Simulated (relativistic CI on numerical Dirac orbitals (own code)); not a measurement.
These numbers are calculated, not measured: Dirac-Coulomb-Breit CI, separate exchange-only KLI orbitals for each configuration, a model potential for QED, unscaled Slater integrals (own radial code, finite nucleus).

CI space (outside the closed core [Ar] 3d10): 4s2.4p2, 4s.4p3, 4s2.4p.4d, 4p4, 4s.4p2.4d, 4s2.4p.4f, 4s.4p2.4f, 4p3.4d, 4s.4p.4d2, 4s2.4d.4f, 4p3.4f, 4s2.4p.5s, 4p3.5s, 4s2.4p.5p, 4p2.4d.4f, 4s.4p.4d.5s, 4s.4p.4f2, 4s.4p2.5s, 4s2.4p.5d, 4s2.4f.5s, 4s.4p2.5p, 4s2.4p.5f, 4s2.4p.5g, 4s.4p2.5d, 4s2.4p.6s, 4p2.4f.5s, 4s2.4p.6p, 4s2.4d2, 4s.4d3, 4s.4d2.4f, 4p2.4d2, 4p.4d3, 4p.4d2.4f, 4p.4d2.5s, 4s2.4f2, 4s.4d.4f2, 4s.4f3, 4p2.4f2, 4p.4d.4f2, 4p.4f3, 4p.4f2.5s, 4s.4p.4d.4f, 4s.4d.4f.5s, 4s2.4d.5s, 4s.4d2.5s, 4p2.4d.5s, 4p.4d.4f.5s, 4p.4d.5s2, 4s.4p.4f.5s, 4s.4f2.5s, 4s.4f.5s2, 4s2.5s2, 4s.4d.5s2. Double excitations out of closed p, d and f shells are left out; levels of such configurations are missing from the list, as are those of other unlisted configurations, and high levels can miss mixing partners. These lack a partner that the ground configuration has and come out too high: 4s.4p2.5p, 4s.4p2.5d, 4s2.4p.5p, 4s2.4p.5d, 4s2.4p.5f.

At this charge energies of transitions that change n are usually good to better than 1 %, and those within a shell (Δn = 0) to a few per cent.

Outline of the computed level scheme of Ba XXV. Lowest level of each configuration: 4s2.4p2 3P_0 at 0.000 eV; 4s.4p3 5S°_2 at 70.328 eV; 4s2.4p.4d 3F°_2 at 111.706 eV; 4p4 3P_2 at 155.877 eV; 4s.4p2.4d 5F_1 at 162.352 eV.

Some strong electric-dipole decays among the lowest 45 levels: 4s2.4p.4d 3D°_1 → 4s2.4p2 3P_0 (3.7e+11 s⁻¹); 4s2.4p.4d 3D°_3 → 4s2.4p2 1D_2 (3.5e+11 s⁻¹); 4s2.4p.4d 1F°_3 → 4s2.4p2 3P_2 (3.3e+11 s⁻¹); 4s2.4p.4d 3P°_0 → 4s2.4p2 3P_1 (3.0e+11 s⁻¹); 4s2.4p.4d 1P°_1 → 4s2.4p2 1S_0 (2.8e+11 s⁻¹); 4s.4p2.4d 5P_2 → 4s.4p3 5S°_2 (2.7e+11 s⁻¹); 4s2.4p.4d 3P°_2 → 4s2.4p2 3P_2 (2.3e+11 s⁻¹); 4s2.4p.4d 3P°_1 → 4s2.4p2 3P_1 (1.9e+11 s⁻¹).

LS names give the leading component of a level, which can be under half, so a name can repeat, a term be missing and a line seem to break the LS rules.
